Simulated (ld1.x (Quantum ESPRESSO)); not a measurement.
**V (Z = 23), TM: configuration errors across variants**

* Element: vanadium
* Generator: ld1.x (Quantum ESPRESSO) 7.5
* Type: norm-conserving Troullier–Martins (Kleinman–Bylander form)
* Functional: PBE
* Relativity: scalar-relativistic
* Frozen core: [Ne] 3s2
* Valence charge: 11
* Reference configuration: 3p6 3d3 4s1 4p0 (charge +1)
* Partial waves: 3p (bound): rc 1.05 bohr; 3d (bound): rc 1.90 bohr; 4s (bound): rc 1.80 bohr
* Local potential: the s channel
* Core correction: none

All-electron excitation energies from the reference (eV): (1) 3p6 3d3 4s2 4p0 -7.735; (2) 3p6 3d3 4s0 4p0 14.296; (3) 3p6 3d2 4s0 4p0 43.194; (4) 3p6 3d3 4s1.5 4p0 -4.643; (5) 3p6 3d3 4s0 4p1 4.105; (6) 3p6 3d3 4s1 4p1 -4.387; (7) 3p6 3d3.5 4s1.5 4p0 -7.680.

Errors AE − PS in meV (a dash: test not solved or not reliable):

```csv
change,(1),(2),(3),(4),(5),(6),(7),bound ghosts
base,+8.4,+10,-115,+2.8,-771,-443,+0.7,none
wave 3p (bound): rc 1.05 bohr becomes 3p (bound): rc 0.66 bohr,+8.4,+10,-114,+2.8,-771,-443,+0.6,none
wave 3p (bound): rc 1.05 bohr becomes 3p (bound): rc 0.84 bohr,+8.4,+10,-115,+2.8,-771,-443,+0.7,none
wave 3p (bound): rc 1.05 bohr becomes 3p (bound): rc 0.92 bohr,+8.4,+10,-115,+2.8,-771,-443,+0.6,none
wave 3p (bound): rc 1.05 bohr becomes 3p (bound): rc 1.04 bohr,+8.4,+10,-115,+2.8,-771,-443,+0.7,none
wave 3p (bound): rc 1.05 bohr becomes 3p (bound): rc 1.16 bohr,+8.4,+10,-114,+2.8,-771,-443,+0.7,none
wave 3p (bound): rc 1.05 bohr becomes 3p (bound): rc 1.32 bohr,+8.4,+10,-114,+2.8,-771,-442,+0.7,none
wave 3p (bound): rc 1.05 bohr becomes 3p (bound): rc 1.54 bohr,+8.4,+10,-113,+2.8,-770,-442,+0.7,none
```

**Question.** Give the same row for: wave 3p (bound): rc 1.05 bohr becomes 3p (bound): rc 1.46 bohr.

**Answer.** +8.4, +10, -113, +2.8, -770, -442, +0.7; bound ghosts: none.
